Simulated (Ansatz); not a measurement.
Computed with Ansatz on PBE0-D4/def2-TZVP structures; ΔE is electronic, products minus reactants. CBS: MP2 limit from def2 TZ/QZ plus the TZ coupled-cluster correction, frozen cores. DFT in def2-TZVPP. Elements past krypton have def2 core potentials. For Ge, In outer-core shells are correlated without core-valence functions, which leaves a few kJ/mol of doubt a bond. Scalar relativity is left out up to krypton. Each species was taken in one conformer, which may not be the lowest.

Consider the redistribution: `[F][Ge]([F])([F])[Cl]` + `C[NH][InH][CH3]` → `[F][GeH]([F])[F]` + `C[NH][In]([CH3])[Cl]`.

```json
{"species": "`[F][Ge]([F])([F])[Cl]`", "PBE0 energy (Eh)": "-2836.34807"}
{"species": "`C[NH][InH][CH3]`", "PBE0 energy (Eh)": "-325.78092"}
{"species": "`[F][GeH]([F])[F]`", "PBE0 energy (Eh)": "-2376.83867"}
{"species": "`C[NH][In]([CH3])[Cl]`", "PBE0 energy (Eh)": "-785.31830"}
```

Task: Work out ΔE.

Result: ΔE = (-2376.83867) + (-785.31830) − (-2836.34807) − (-325.78092) = -0.02798 Eh = -73.5 kJ/mol. CCSD(T)/CBS gives -79.6 kJ/mol.

Largest T1 diagnostic among the species: 0.015.

In def2-TZVPP, CCSD(T) changes the Hartree–Fock value by +13.9 kJ/mol (the triples alone add +1.7 kJ/mol) and MP2 by +9.8 kJ/mol.
